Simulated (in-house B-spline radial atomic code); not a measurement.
Configurations of Ru4+, with energies counted from [Kr] 4d4. Computed with a radial B-spline atomic code at the basis-set limit: Dirac-Hartree-Fock, average of configuration, Fermi nucleus of rms radius 4.4809 fm. Energies include first-order Breit, QED and recoil terms.

Occupations are held fixed; configurations that lie above the ionisation limit could autoionise.

```json
{"configuration": "[Kr] 4d3 4f1", "E - E(ref) (eV)": "34.874", "highest orbital": "4f5/2", "its <r> (bohr)": "2.915"}
{"configuration": "[Kr] 4d3 6p1", "E - E(ref) (eV)": "37.863", "highest orbital": "6p3/2", "its <r> (bohr)": "4.928"}
{"configuration": "[Kr] 4d3 7s1", "E - E(ref) (eV)": "43.579", "highest orbital": "7s1/2", "its <r> (bohr)": "7.024"}
{"configuration": "[Kr] 4d3 7p1", "E - E(ref) (eV)": "45.165", "highest orbital": "7p3/2", "its <r> (bohr)": "7.716"}
{"configuration": "[Ar] 3d10 4s2 4p5 4d5", "E - E(ref) (eV)": "47.843", "highest orbital": "4d5/2", "its <r> (bohr)": "1.363"}
{"configuration": "[Kr] 4d3 8s1", "E - E(ref) (eV)": "48.202", "highest orbital": "8s1/2", "its <r> (bohr)": "10.23"}
{"configuration": "[Ar] 3d10 4s2 4p5 4d4 4f1", "E - E(ref) (eV)": "82.957", "highest orbital": "4f5/2", "its <r> (bohr)": "2.838"}
{"configuration": "[Ar] 3d10 4s2 4p5 4d4 8s1", "E - E(ref) (eV)": "96.557", "highest orbital": "8s1/2", "its <r> (bohr)": "10.21"}
{"configuration": "[Ar] 3d10 4s2 4p5 4d4 6g1", "E - E(ref) (eV)": "97.115", "highest orbital": "6g7/2", "its <r> (bohr)": "8.741"}
```

Order these further configurations by energy, lowest first.
A. [Ar] 3d10 4s2 4p5 4d4 7f1
B. [Ar] 3d10 4s2 4p5 4d4 7g1
C. [Kr] 4d3 5g1
D. [Ar] 3d10 4s2 4p5 4d4 5g1
E. [Kr] 4d3 5p1

E (21.507 eV), C (44.584 eV), D (92.957 eV), A (99.002 eV), B (99.629 eV).

How far above the reference does [Ar] 3d10 4s2 4p5 4d4 5f1 lie?

91.393 eV; its least bound orbital is 5f5/2 with <r> = 5.313 bohr.

How far above the reference does [Kr] 4d3 7f1 lie?

50.677 eV; its least bound orbital is 7f5/2 with <r> = 12.21 bohr.

How far above the reference does [Ar] 3d10 4s2 4p5 4d4 6f1 lie?

96.145 eV; its least bound orbital is 6f5/2 with <r> = 8.416 bohr.
